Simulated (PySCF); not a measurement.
Cl2HSi, charge +1, multiplicity 1. Atoms are numbered in the order given.

```xyz
4

Cl     0.0000    -1.6983    -0.3244
Si     0.0000     0.0000     0.6377
Cl     0.0000     1.6983    -0.3244
H      0.0000     0.0000     2.1006
```
Charge +1, spin multiplicity 1.

Coordinates come from a TPSSh-D3(BJ)/def2-TZVP optimisation. The spin state was assumed, not searched. The isomer is the one that the SMILES or the coordinates give; other isomers of the formula were not compared.

Computed with r2SCAN/def2-TZVPD run with PySCF.

Isolated molecule, no solvent.

```json
{
  "total_energy": "-1210.20822 hartree",
  "point_group": "C2v",
  "highest_occupied_level": "-14.89 eV",
  "lowest_empty_level": "-9.54 eV",
  "orbital_gap": "5.35 eV",
  "dipole_moment_about_the_centre_of_nuclear_charge": "2.12 D",
  "mean_static_polarisability": "44.8 bohr³ (6.64 Å³)",
  "polarisability_principal_values": "33.2, 42.3, 58.8 bohr³"
}
```
